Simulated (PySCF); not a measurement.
## Worked example: chemical shift, span and skew from a shielding tensor

C₃H₅BO₂, SMILES O1CB(O)C=C1. Atoms are numbered in the order given.

```xyz
11

O     -0.1473     2.1862     0.0000
B     -0.0990     0.8265     0.0000
C     -1.2641    -0.1648     0.0000
C     -0.6812    -1.3922     0.0000
O      0.6607    -1.4660     0.0000
C      1.1944    -0.1199     0.0000
H      0.7170     2.6140     0.0000
H     -2.3460    -0.0359     0.0000
H     -1.1597    -2.3773     0.0000
H      1.8409    -0.0167    -0.8889
H      1.8409    -0.0167     0.8889
```
Charge 0, spin multiplicity 1.

Geometry optimised at B3LYP-D3(BJ)/def2-SVP. This is a generated structure with no PubChem entry under its InChIKey; it may be hypothetical. Other conformers were not sampled.

GIAO shieldings from PBE0/pcSseg-1 (PySCF), non-relativistic, no solvent. The symmetric part of the tensor of C3 has the principal values -13.7, 82.4, 167.9 ppm. The same nucleus in TMS has σ = 186.3 ppm at this level (PySCF, at its B3LYP-D3(BJ)/def2-TZVP geometry).

Q: Work out the isotropic shielding, the ¹³C shift against TMS, the span and the skew.

A: 
σ(iso) = (σ11 + σ22 + σ33)/3 = 78.9 ppm. δ = σ(ref) − σ(iso) = 186.3 − (78.9) = 107.4 ppm.
Span Ω = σ33 − σ11 = 181.6 ppm. Skew κ = 3(σ(iso) − σ22)/Ω = -0.06. Tumbling in solution averages the tensor to δ; in a static solid the shielding alone would spread this spin-1/2 line over Ω.
